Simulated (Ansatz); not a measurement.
Breaking the Ga1–F2 bond in GaF (multiplicity 1 held). Energies count from the point at 1.800 Å.


Restricted levels (R-, RO-) in cc, def2 and unpolarised 6-31G sets keep to the state of the molecule at rest. Unrestricted levels (U-) break spin symmetry where that is lower. Active spaces are followed from rest. Curves can end on different states.

Correlated levels freeze the cores. Filled d and f shells under p-block atoms count as core.

The values were computed with Ansatz (a first-principles code) with Gaussian orbitals. Values without a source in brackets are computed.

| level | energy at R = 7.202 Å (kcal/mol) |
|---|---|
| U-HF/cc-pVDZ | 92.18 |
| U-MP2/cc-pVDZ | 134.26 |
| R-SCS-MP2/cc-pVDZ | ? |
| U-SCS-MP2/cc-pVDZ | ? |
| U-CCSD/cc-pVDZ | 125.07 |
| U-CCSD(T)/cc-pVDZ | 127.15 |
| SC-NEVPT2 on CASSCF(10,8)/cc-pVDZ | 127.13 |
| FIC-NEVPT4(SD) on CASSCF(10,8)/cc-pVDZ | 124.73 |
| FIC-MRCISD+Q on CASSCF(10,8)/cc-pVDZ | 126.39 |

Fill in the missing entries.


- R-SCS-MP2/cc-pVDZ, energy at R = 7.202 Å (kcal/mol): 170.70
- U-SCS-MP2/cc-pVDZ, energy at R = 7.202 Å (kcal/mol): 130.31

Doubts at one or more of the structures used: a spin-contaminated determinant (U-HF/cc-pVDZ, U-MP2/cc-pVDZ, U-SCS-MP2/cc-pVDZ, U-CCSD/cc-pVDZ, U-CCSD(T)/cc-pVDZ); a restricted determinant that unrestricted orbitals would lower (R-SCS-MP2/cc-pVDZ).
